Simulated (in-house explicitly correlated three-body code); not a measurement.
Computed with an exponentially correlated three-body code. Model: two electrons around a point charge, non-relativistic, variational in 260 exponentially correlated functions (energies converged to about 1e-7 hartree, or 1e-8 relative for large Z).

For two electrons in a singlet the Kohn-Sham orbital is the square root of half the density, so the exact Kohn-Sham potential and energy parts follow from the density alone, and exchange is minus half the Hartree energy. The Kohn-Sham level equals minus the binding energy of the second electron.

Command:
```bash
python run_hyl.py task.json out
```
Settings (lengths in bohr, energies in hartree):
```
Z                      2.98
interaction_strength   1
functions              260
states_tried           13
```

Cost of the run: 31 s on 1 thread of Intel(R) Xeon(R) Platinum 8488C (Sapphire Rapids), on a shared host.

**Converged states only, values per electron or pair.**

Given: nuclear charge 2.98.

| term | mean r (bohr) | mean r squared (bohr²) | mean inverse r (1/bohr) | mean r12 (bohr) | mean inverse r12 (1/bohr) | mean cosine | mean p1 dot p2 (bohr⁻²) | delta r1 (bohr⁻³) | delta r12 (bohr⁻³) |
| --- | --- | --- | --- | --- | --- | --- | --- | --- | --- |
| 1 1S | 0.57719 | 0.45327 | 2.6679 | 0.86916 | 1.5553 | -0.043916 | 0.28636 | 6.7056 | 0.5205 |
| 2 3S | 1.5062 | 3.8376 | 1.7681 | 2.583 | 0.45823 | -0.012705 | 0.01736 | 4.4716 | - |
| 2 1S | ? | ? | ? | ? | ? | ? | ? | ? | ? |
| 2 3P | 1.4314 | 3.5325 | 1.7482 | 2.4514 | 0.50417 | -0.054402 | -0.29872 | 4.1509 | - |
| 2 1P | ? | ? | ? | ? | ? | ? | ? | ? | ? |
| 3 3S | 3.2638 | 20.775 | 1.6085 | 6.0539 | 0.21162 | -0.0037709 | 0.0047643 | 4.2816 | - |
| 3 1S | 3.4943 | 24.055 | 1.6029 | 6.5106 | 0.21438 | -0.00456 | 0.0062569 | 4.2729 | 0.01822 |
| 3 3P | 3.2846 | 21.4 | 1.6031 | 6.1002 | 0.22214 | -0.014572 | -0.076991 | 4.1956 | - |
| 3 1P | 3.4396 | 23.575 | 1.5991 | 6.3989 | 0.21834 | 0.0028738 | 0.072179 | 4.214 | 0.0032201 |
| 4 3S | 5.7789 | 68.904 | 1.5554 | 11.07 | 0.12064 | -0.001563 | 0.0019305 | 4.24 | - |
| 4 1S | 6.0889 | 76.841 | 1.5531 | 11.689 | 0.12158 | -0.0019388 | 0.0026101 | 4.237 | 0.0075989 |
| 4 3P | 5.8948 | 72.458 | 1.5532 | 11.304 | 0.12458 | -0.0059074 | -0.030771 | 4.2052 | - |
| 4 1P | 6.101 | 77.775 | 1.5515 | 11.712 | 0.12312 | 0.0011857 | 0.030285 | 4.2126 | 0.0014185 |

(1) What belongs in the row 2 1S?

(2) What belongs in the row 2 1P?

**Electric-dipole lines between converged S and P states, rate of the upper state's decay.**

```
s state  p state  p minus s (eV)  oscillator strength from s  rate (1/s)
   1 1S     2 1P            61.2                     0.45411  2.4601e+10
   1 1S     3 1P               ?                           ?           ?
   1 1S     4 1P               ?                           ?           ?
   2 1S     2 1P           1.279                     0.21443  5.0739e+06
   2 1S     3 1P          8.5639                      0.2557  2.7125e+08
   2 1S     4 1P          11.126                    0.072489  1.2978e+08
   3 1S     2 1P         -6.9204                   -0.095193  1.9782e+08
   3 1S     3 1P         0.36452                     0.36556      702570
   3 1S     4 1P          2.9263                     0.26349  3.2635e+07
   4 1S     2 1P         -9.6952                    -0.01883  7.6801e+07
   4 1S     3 1P         -2.4103                    -0.20636   5.202e+07
   4 1S     4 1P         0.15151                     0.50534      167780
   2 3S     2 3P          2.2372                     0.31068  2.2492e+07
   2 3S     3 3P          10.167                      0.1853  2.7705e+08
   2 3S     4 3P          12.888                    0.057128  1.3725e+08
   3 3S     2 3P         -7.3477                    -0.11799  2.7641e+08
   3 3S     3 3P         0.58233                     0.51733  2.5374e+06
   3 3S     4 3P          3.3032                     0.18481  2.9166e+07
   4 3S     2 3P         -10.417                   -0.021595  1.0169e+08
   4 3S     3 3P         -2.4873                    -0.25678   6.893e+07
   4 3S     4 3P         0.23359                     0.70973      560120
```

(3) What belongs in the row 1 1S 3 1P?

(4) What belongs in the row 1 1S 4 1P?

**Functionals on the exact density and self-consistent, errors are functional minus exact, hybrids only self-consistent, a dash where a self-consistent run leaves the top level unbound.**

```csv
result,exchange error (millihartree),correlation error (millihartree),functional driven error (millihartree),density driven error (millihartree),self consistent total error (millihartree),top level plus exact binding (eV)
PBE,25.224,-1.1842,24.04,-1.1275,22.912,15.108
BLYP,?,?,?,?,?,?
wB97X,-,-,-,-,-6.8096,8.8015
AM05,176.28,-73.473,102.81,-1.3819,101.43,15.895
r2SCAN0,-,-,-,-,-0.38199,9.9879
RPBE,-2.7041,-1.1842,-3.8883,-1.2186,-5.1069,14.967
LDA VWN5,229.08,-91.367,137.71,-2.0493,135.66,15.904
B3LYP VWN-RPA,-,-,-,-,-6.3662,11.489
PBEsol,96.928,-13.027,83.901,-1.1659,82.735,15.672
LDA PW92,229.08,-90.72,138.36,-2.0599,136.3,15.913
OLYP,?,?,?,?,?,?
M06-L,-18.707,-1.6048,-20.312,-2.2807,-22.592,13.461
r2SCAN,-4.6097,3.2049,-1.4049,-0.29253,-1.6974,13.613
PBE0,-,-,-,-,17.25,11.065
```

(5) What belongs in the row BLYP?

(6) What belongs in the row OLYP?

**Density and exact potentials over r, pair density (one pair, times 4 pi r12^2) and exact minus Kohn-Sham pair density over r12.**

```csv
radius (bohr),radial density (electrons/bohr),exchange potential (hartree),intracule density (1/bohr),Coulomb hole against Kohn-Sham (1/bohr),correlation potential (hartree)
0.0717,0.56696,-2.6093,0.035001,-0.01242,-0.042
0.0836,0.71887,-2.5909,0.047625,-0.01626,-0.038
0.0973,0.89891,-2.5674,0.064459,-0.02103,-0.033
0.113,1.1065,-2.5381,0.086649,-0.02682,-0.028
0.132,1.3525,-2.4997,0.11738,-0.03408,-0.022
0.154,1.6216,-2.4521,0.15777,-0.04249,-0.015
0.179,1.8983,-2.395,0.20907,-0.05161,-0.008
0.208,2.1731,-2.3259,0.27432,-0.06105,0
0.243,2.4338,-2.2406,0.35874,-0.07013,0.008
0.283,2.6385,-2.1425,0.45886,-0.07678,0.015
0.329,?,?,?,?,?
0.384,2.7845,-1.9031,0.70064,-0.07514,0.024
0.447,2.6823,-1.7651,0.8252,-0.06311,0.025
0.52,2.4568,-1.6186,0.93206,-0.043,0.024
0.606,2.1196,-1.465,1.0017,-0.01664,0.021
0.706,?,?,?,?,?
0.822,1.2771,-1.1601,0.94768,0.03266,0.012
0.957,0.87267,-1.0173,0.81252,0.04355,0.008
1.11,0.54492,-0.88843,0.63169,0.04189,0.005
1.3,0.29098,-0.7645,0.42385,0.03035,0.003
1.51,0.13968,-0.6606,0.25076,0.01673,0.002
1.76,0.055973,-0.5677,0.12318,0.00607,0.001
```

(7) What belongs in the row 0.329?

(8) What belongs in the row 0.706?

## Answers

(1) mean r (bohr): 1.6589; mean r squared (bohr²): 4.7824; mean inverse r (1/bohr): 1.7472; mean r12 (bohr): 2.8709; mean inverse r12 (1/bohr): 0.47156; mean cosine: -0.014662; mean p1 dot p2 (bohr⁻²): 0.021458; delta r1 (bohr⁻³): 4.4275; delta r12 (bohr⁻³): 0.062402.

(2) mean r (bohr): 1.5365; mean r squared (bohr²): 4.1226; mean inverse r (1/bohr): 1.7341; mean r12 (bohr): 2.6185; mean inverse r12 (1/bohr): 0.48775; mean cosine: 0.010082; mean p1 dot p2 (bohr⁻²): 0.24544; delta r1 (bohr⁻³): 4.221; delta r12 (bohr⁻³): 0.0094882.

(3) p minus s (eV): 68.485; oscillator strength from s: 0.11017; rate (1/s): 7.474e+09.

(4) p minus s (eV): 71.047; oscillator strength from s: 0.043501; rate (1/s): 3.1759e+09.

(5) exchange error (millihartree): 5.8855; correlation error (millihartree): -4.0176; functional driven error (millihartree): 1.868; density driven error (millihartree): -1.477; self consistent total error (millihartree): 0.39096; top level plus exact binding (eV): 14.807.

(6) exchange error (millihartree): 3.7315; correlation error (millihartree): -4.0176; functional driven error (millihartree): -0.28605; density driven error (millihartree): -1.4467; self consistent total error (millihartree): -1.7328; top level plus exact binding (eV): 14.898.

(7) radial density (electrons/bohr): 2.7633; exchange potential (hartree): -2.0312; intracule density (1/bohr): 0.57314; Coulomb hole against Kohn-Sham (1/bohr): -0.07918; correlation potential (hartree): 0.02.

(8) radial density (electrons/bohr): 1.7095; exchange potential (hartree): -1.3105; intracule density (1/bohr): 1.0113; Coulomb hole against Kohn-Sham (1/bohr): 0.01078; correlation potential (hartree): 0.017.

The density-driven part is never positive, since each functional's own density lowers its energy. Here it is small beside the functional-driven part (median ratio 0.08), the normal case.
